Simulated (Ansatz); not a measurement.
```xyz
24

C     1.862    0.386   -2.202
O     1.351   -0.326   -1.120
Ti    0.095   -0.784    0.039
O    -0.418   -2.484   -0.164
C    -0.270   -3.803    0.252
O     0.734   -0.532    1.681
C     1.632    0.203    2.452
O    -1.327    0.334   -0.231
Si   -1.798    1.874   -0.310
O    -0.877    2.575   -1.467
O    -3.405    1.953   -0.613
O    -1.557    2.728    1.062
H     1.906   -0.255   -3.089
H     2.877    0.730   -1.974
H     1.233    1.255   -2.418
H     0.451   -4.328   -0.383
H     0.079   -3.856    1.291
H    -1.231   -4.323    0.184
H     1.184    1.157    2.750
H     2.552    0.409    1.894
H     1.891   -0.359    3.355
H    -0.959    3.527   -1.546
H    -3.764    1.263   -1.172
H    -2.242    2.655    1.728
```

Charge 0, multiplicity 1.

(1) List the ωB97M-V/def2-TZVPP orbital energies in eV (Ansatz 0.2.0). (Estimate.)

Results:

(1) Ansatz gave: Occupied: -4880.49, -1807.89, -549.24, -525.96, -525.95, -525.91, -525.90, -525.89, -525.77, -525.49, -457.75, -457.74, -457.73, -282.60, -282.56, -282.51, -148.71, -102.85, -102.85, -102.84, -69.72, -45.19, -45.16, -45.08, -31.40, -30.48, -30.44, -30.41, -30.25, -30.17, -29.11, -21.38, -21.31, -21.26, -18.58, -17.14, -16.89, -15.45, -15.42, -15.37, -15.33, -15.22, -15.15, -15.04, -14.96, -14.89, -14.78, -13.79, -13.10, -13.03, -12.61, -12.34, -12.12, -11.65, -11.43, -11.30, -11.15, -10.86, -10.45, -10.33, -10.08. Lowest empty: 1.17, 1.32, 1.51, 1.92, 2.25, 2.29, 2.40, 2.94.
